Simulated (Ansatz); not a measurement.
Reaction (isomerisation): `[CH3][GeH]([F])[SiH3]` → `C[SiH](F)[GeH3]`

Calculated with Ansatz (gas phase, PBE0-D4/def2-TZVP geometries, no zero-point term in ΔE). CCSD(T)/CBS adds triple-zeta CCSD(T) − MP2 to the extrapolated MP2 energy (def2 sets, frozen cores). DFT in def2-TZVPP. B3LYP here is the variant with VWN-RPA as its local correlation; programs differ in this. For Ge outer-core shells are correlated without core-valence functions, which leaves a few kJ/mol of doubt a bond. Scalar relativity is left out up to krypton.

```csv
level,ΔE (kJ/mol)
PBE-D4,-76.6
B3LYP-D4,-79.6
r2SCANh-D4,-83.9
PBE,-76.2
revPBE,-72.3
PBE0,-80.0
RPA@PBE/def2-TZVPP,-73.1
MP2/def2-SVP,-66.7
```

(1) What does CCSD(T)/CBS give? (Best estimate.)

Largest T1 diagnostic among the species: 0.012.

Answers

(1) The calculation gave: -82.6 kJ/mol. The listed levels differ from it by 6.0, 3.0, -1.3, 6.4, 10.3, 2.6, 9.5, 15.9 kJ/mol.

At CCSD(T), def2-SVP lies +17.7 kJ/mol from the extrapolated value and def2-TZVPP +4.9 kJ/mol. From BLYP to BHLYP (50 % exact exchange), in def2-TZVPP and without D4, ΔE moves by −7.8 kJ/mol.
